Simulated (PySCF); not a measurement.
Computed with PBE-D3(BJ)/def2-TZVP // PBE0-D3(BJ)/def2-TZVP (PySCF). All species are isolated molecules in the gas phase. One relaxed conformer stands for a flexible species; it need not be the lowest. 

Reference species (SMILES): `CSC#C` (neutral, multiplicity 1).

- LUMO: -1.18 eV
- HOMO–LUMO gap: 4.22 eV

Changed species: `C#CCS`.

Problem. Predict the effect on the LUMO and HOMO–LUMO gap.

Solution. the LUMO increases by 0.23 eV, to -0.95 eV; the HOMO–LUMO gap rises by 0.63 eV, to 4.85 eV.
